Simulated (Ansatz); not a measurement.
Consider the isomerisation: `C=C[SiH2]S[SiH3]` → `[SiH3][SiH2]CC=S`.

Computed with Ansatz on PBE0-D4/def2-TZVP structures; ΔE is electronic, products minus reactants. CCSD(T)/CBS adds triple-zeta CCSD(T) − MP2 to the extrapolated MP2 energy (def2 sets, frozen cores). Functionals use def2-TZVPP. Each species was taken in one conformer, which may not be the lowest.

```json
{"level": "PBE-D4", "ΔE (kcal/mol)": "30.5"}
{"level": "r2SCAN-D4", "ΔE (kcal/mol)": "33.9"}
{"level": "r2SCAN", "ΔE (kcal/mol)": "33.9"}
{"level": "HF/def2-TZVPP", "ΔE (kcal/mol)": "40.5"}
{"level": "CCSD/def2-TZVPP", "ΔE (kcal/mol)": "35.4"}
{"level": "SCS-MP2/def2-QZVPP", "ΔE (kcal/mol)": "37.3"}
{"level": "HF/CBS(def2)", "ΔE (kcal/mol)": "40.6"}
{"level": "CCSD/CBS(def2)", "ΔE (kcal/mol)": "36.9"}
```

Task: What does CCSD(T)/CBS give? (An estimate is asked.)

Result: The calculation gave: +35.8 kcal/mol. The listed levels differ from it by -5.3, -1.9, -1.9, 4.7, -0.4, 1.5, 4.8, 1.1 kcal/mol.

Largest T1 diagnostic among the species: 0.016.

In def2-TZVPP, CCSD(T) changes the Hartree–Fock value by −6.2 kcal/mol (the triples alone add −1.1 kcal/mol) and MP2 by −4.3 kcal/mol. From PBE to PBE0 (25 % exact exchange), in def2-TZVPP and without D4, ΔE moves by +2.7 kcal/mol.

CCSD(T)/CBS has its own doubt, a few kJ/mol and more with outer-core shells, so smaller differences from it don't rank the levels.
